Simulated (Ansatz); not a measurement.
`COBB(F)Cl`, relaxed with RKS PBE-D4/def2-SVP in Ansatz from a rough embedded geometry. The force threshold is 0.03 eV/Å; the program also tests the step.

Total charge 0; spin multiplicity 1.

Start:

```xyz
10

C     0.230    1.470   -0.673
O    -0.867    0.634   -0.417
B    -0.413   -0.788   -0.362
B    -0.187   -1.521    1.063
F     0.272   -2.914    1.101
Cl   -0.238   -0.564    2.668
H    -0.088    2.500   -0.671
H     0.718    1.194   -1.602
H     0.974    1.379    0.247
H    -0.402   -1.389   -1.354
```

Problem. How much energy does the relaxation release, and in how many steps? (An estimate is asked.)

Solution. The calculation gave: 42.77 kcal/mol, in 38 steps, 4 of them rejected.

Problem. Which bonds change most? (Estimate.)

Solution. Ansatz gave: O2–B3 from 1.494 to 1.353 Å; B4–F5 from 1.467 to 1.333 Å; B3–B4 from 1.618 to 1.711 Å; B4–Cl6 from 1.869 to 1.779 Å.

Problem. Give the relaxed structure. (Best estimate.)

Solution. The calculation gave: 
```xyz
10

C     0.413    1.563   -0.871
O     0.392    0.570    0.149
B    -0.191   -0.640   -0.019
B    -0.230   -1.732    1.297
F     0.713   -2.630    1.586
Cl   -1.663   -1.732    2.352
H    -0.098    2.474   -0.499
H    -0.090    1.208   -1.797
H     1.467    1.824   -1.099
H    -0.715   -0.906   -1.099
```
